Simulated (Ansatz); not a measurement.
A structure relaxed at PBE0-D4/def2-TZVP, charge 0, multiplicity 1:

Cartesian coordinates in Å:
```
O 0.338 -0.773 1.764
Si 0.732 0.075 0.410
O 1.630 -0.785 -0.666
Si -1.230 0.652 -0.755
F -2.263 -0.570 -0.543
H -0.311 -1.474 1.671
H 1.502 1.234 0.930
H 2.506 -1.069 -0.400
H -1.868 1.874 -0.196
H -1.036 0.836 -2.216
```

(1) Give its formula and SMILES.

(2) Summarise the bond lengths by kind.

Results:

(1) FH5O2Si2, `O[SiH](O)[SiH2]F`.

(2) 2 × O–Si 1.645 to 1.646 Å; 2 × H–O 0.959 Å; 1 × Si–Si 2.353 Å; 3 × H–Si 1.485 to 1.488 Å; 1 × F–Si 1.614 Å.

All numbers were calculated with Ansatz.
